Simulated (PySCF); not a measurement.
# How methods differ on the excitation energy of Mg⁺

Mg⁺ [Ne] 3s1 (2S) → Mg⁺ [Ne] 3d1 (2D), as a difference of total energies. All numbers are calculated (PySCF 2.14, the non-relativistic Hamiltonian (point nucleus), in aug-cc-pVTZ with one added diffuse shell each of s, p, d, f type (7s6p4d3f, 66 functions)). The calculations carry no spin-orbit coupling.

| method | excitation energy (eV) |
| --- | --- |
| UHF | 8.645 |
| LDA | 8.759 |
| PBE | 8.496 |
| PBE0 | 8.555 |
| r2SCAN | 8.491 |
| MN15 | 8.617 |
| CAM-B3LYP | 8.920 |
| B97-3 | 8.296 |

Task: Which method comes closest to the reference value, and which is furthest?

Result: The reference is 8.864 eV (measured; NIST levels, between the centres of gravity of the two terms). Closest: CAM-B3LYP (error 0.056 eV); furthest: B97-3 (error -0.568 eV).
